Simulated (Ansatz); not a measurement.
Species: C3H7NOSi, SMILES `N#CC[SiH2]OC` (charge 0, multiplicity 1), formula C3H7NOSi.

**Question.** How many basis functions does frozen-core CCSD(T)/cc-pVDZ // B3LYP-D3(BJ)/def2-SVP (Ansatz, a program for electronic structure) use, how many core orbitals are frozen, and how many electrons are correlated?

**Answer.** 123 basis functions and 10 frozen orbitals, which leaves 34 correlated electrons. Core time is of the order of seconds.
